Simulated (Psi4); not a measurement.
C$_{4}$H$_{9}$Cl$_{3}$Sn, charge -1, doublet, at the geometry of the source list (a state made from the parent by changing its charge; the spin is typed, not shown lowest) (all electrons, no relativity) (a gas-phase anion, which may not be bound at this level); BLYP/STO-3G run with Psi4.

Input for Psi4:
```
memory 2 GB

molecule mol {
-1 2
C    -2.555700    0.214600    0.059300
C    -1.079300    0.341400   -0.290600
C    -0.310200   -0.931400    0.049900
C     1.088900   -0.960700   -0.488000
Sn    2.465200    0.663900    0.348600
Cl    2.885300    2.378700   -1.197100
Cl    1.720100    1.736300    2.301800
Cl    4.570800   -0.202700    0.906800
H    -3.035300   -0.545300   -0.557300
H    -3.064800    1.160400   -0.099500
H    -2.676300   -0.068300    1.103600
H    -0.647800    1.176200    0.266300
H    -0.971100    0.560800   -1.352200
H    -0.309800   -1.080300    1.132400
H    -0.833500   -1.788300   -0.392200
H     1.622300   -1.872600   -0.232500
H     1.131300   -0.782600   -1.559400
}

set {
  basis sto-3g
  reference uks
  scf_type pk
}

energy('blyp')
print_variables()
```

The log (banner, timings and long lists left out):

```
   => Loading Basis Set <=

    Name: STO-3G
    Role: ORBITAL
    Keyword: BASIS

         ---------------------------------------------------------
                                   SCF
               by Justin Turney, Rob Parrish, Andy Simmonett
                          and Daniel G. A. Smith
                              UKS Reference
         ---------------------------------------------------------

  ==> Geometry <==

    Molecular point group: c1
    Full point group: C1

    Geometry (in Angstrom), charge = -1, multiplicity = 2:

       Center              X                  Y                   Z               Mass
    ------------   -----------------  -----------------  -----------------  -----------------
         C           -4.589673351384    -0.484682428141    -0.303979481264    12.000000000000
         C           -3.113273351384    -0.357882428141    -0.653879481264    12.000000000000
         C           -2.344173351384    -1.630682428141    -0.313379481264    12.000000000000
         C           -0.945073351384    -1.659982428141    -0.851279481264    12.000000000000
         SN           0.431226648616    -0.035382428141    -0.014679481264   119.902201630000
         CL           0.851326648616     1.679417571859    -1.560379481264    34.968852682000
         CL          -0.313873351384     1.037017571859     1.938520518736    34.968852682000
         CL           2.536826648616    -0.901982428141     0.543520518736    34.968852682000
         H           -5.069273351384    -1.244582428141    -0.920579481264     1.007825032230
         H           -5.098773351384     0.461117571859    -0.462779481264     1.007825032230
         H           -4.710273351384    -0.767582428141     0.740320518736     1.007825032230
         H           -2.681773351384     0.476917571859    -0.096979481264     1.007825032230
         H           -3.005073351384    -0.138482428141    -1.715479481264     1.007825032230
         H           -2.343773351384    -1.779582428141     0.769120518736     1.007825032230
         H           -2.867473351384    -2.487582428141    -0.755479481264     1.007825032230
         H           -0.411673351384    -2.571882428141    -0.595779481264     1.007825032230
         H           -0.902673351384    -1.481882428141    -1.922679481264     1.007825032230

  Running in c1 symmetry.

  Rotational constants: A =      0.03425  B =      0.01565  C =      0.01530 [cm^-1]
[...]
      Ntotal   =  134.9999712277 ; deviation = -2.877e-05

   @Spin Contamination Metric:   9.361685107E-04
   @S^2 Expected:                7.500000000E-01
   @S^2 Observed:                7.509361685E-01
   @S   Expected:                5.000000000E-01
   @S   Observed:                5.000000000E-01

    Orbital Energies [Eh]
    ---------------------

    Alpha Occupied:

[...]
    Alpha Virtual:

[...]
    Beta Occupied:

[...]
      67A      0.039751

    Beta Virtual:

[...]
      83A      0.647859

    Final Occupation by Irrep:
              A
    DOCC [    67 ]
    SOCC [     1 ]
    NA   [    68 ]
    NB   [    67 ]

  @UKS Final Energy: -7486.51181127505697

   => Energetics <=

    Nuclear Repulsion Energy =           1266.7225862957739082
    One-Electron Energy =              -12901.3005171403001441
    Two-Electron Energy =                4419.5493185332825306
    DFT Exchange-Correlation Energy =    -271.4831989638127538
    Empirical Dispersion Energy =           0.0000000000000000
    VV10 Nonlocal Energy =                  0.0000000000000000
    Total Energy =                      -7486.5118112750569708

  UHF NO Occupations:
  HONO-2 :   66  A 1.9999504
  HONO-1 :   67  A 1.9997109
  HONO-0 :   68  A 1.0000000
  LUNO+0 :   69  A 0.0002891
  LUNO+1 :   70  A 0.0000496
  LUNO+2 :   71  A 0.0000436
  LUNO+3 :   72  A 0.0000307

Computation Completed

Properties will be evaluated at   0.000000,   0.000000,   0.000000 [a0]

Properties computed using the SCF density matrix

 Multipole Moments:

 ------------------------------------------------------------------------------------
     Multipole            Electronic (a.u.)      Nuclear  (a.u.)        Total (a.u.)
 ------------------------------------------------------------------------------------

 L = 1.  Multiply by 2.5417464519 to convert [e a0] to [Debye]
 Dipole X            :         34.8252964          -36.3202131           -1.4949167
 Dipole Y            :          8.9929103           -9.9330532           -0.9401429
 Dipole Z            :          4.7238128           -5.2178182           -0.4940054
 Magnitude           :                                                    1.8337628

 ------------------------------------------------------------------------------------

  Variable Map:
  ----------------------------------------------------------------------------
[...]
  Array Variable Map:
  ----------------------------------------------------------------------------
[...]
[...]
```
